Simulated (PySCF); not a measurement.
## A survey of $^{19}$F NMR shifts

Level of theory: structure optimised with GFN2-xTB, σ from GIAO-PBE0/pcSseg-1, in PySCF 2.14.0 with density-fitted response routines (non-relativistic Hamiltonian, equivalent nuclei averaged, no solvent, one computed conformer).

Shieldings were converted by a linear fit to measured shifts: $^{19}$F: δ = 146.13 − 0.903σ +14.6 on sp3 carbon (rms 6.0 ppm, 223 shifts, 7.0 ppm with the 5 outliers that the fit left out vs CFCl3, solution or neat liquid). A few per cent of atoms miss by over 2 rms, more outside the fitted compound classes.

Task: Give the $^{19}$F shifts of `FC(F)(F)O[C@H]1OCC12COC2`, `OCC(F)(F)C(F)(F)F`, `C[C@@H]1[SiH2]C=C1C#CCF`, `CS[C@@H](S[SiH2][SiH3])C(F)(F)F`, `CS[C@@H](S[SiH2][SiH3])C(F)(F)F`.

Result: 
| compound | environment | δ (ppm) |
| --- | --- | --- |
| FC(F)(F)O[C@H]1OCC12COC2 | fluorine of an OCF3 group (×3) | -59.9 |
| [OH:1][CH2:2][C:3]([F:4])([F:5])[C:6]([F:7])([F:8])[F:9] | F7/8/9: fluorine of a CF3 group (×3) | -84.1 |
| [OH:1][CH2:2][C:3]([F:4])([F:5])[C:6]([F:7])([F:8])[F:9] | F4/5: fluorine of a CF2 group (×2) | -130.6 |
| C[C@@H]1[SiH2]C=C1C#CCF | fluorine on an sp3 carbon | -215.0 |
| CS[C@@H](S[SiH2][SiH3])C(F)(F)F | fluorine of a CF3 group (×3) | -62.2 |
| CS[C@@H](S[SiH2][SiH3])C(F)(F)F | fluorine of a CF3 group (×3) | -62.2 |
